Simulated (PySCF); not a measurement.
C3H6F2Si, SMILES [SiH](F)(CC=C)F.

Geometry optimised at B3LYP-D3(BJ)/def2-SVP. One conformer was computed; it need not be the lowest.

Calculation: M06-2X/def2-TZVP in PySCF.

Computed frontier levels, gap, dipole moment and polarisability:
```
Item                                                                                                            Value
---------------------------------------------------------------------------------------------  ----------------------
highest occupied level                                                                                       -8.76 eV
lowest empty level                                                                                            0.56 eV
orbital gap                                                                                                   9.33 eV
dipole moment                                                                                                  2.07 D
quadrupole, principal values (traceless, Buckingham form, about the centre of nuclear charge)  -3.43, -0.34, 3.76 D·Å
mean static polarisability                                                                       57.8 bohr³ (8.57 Å³)
polarisability, principal values                                                               48.9, 51.9, 72.7 bohr³
```
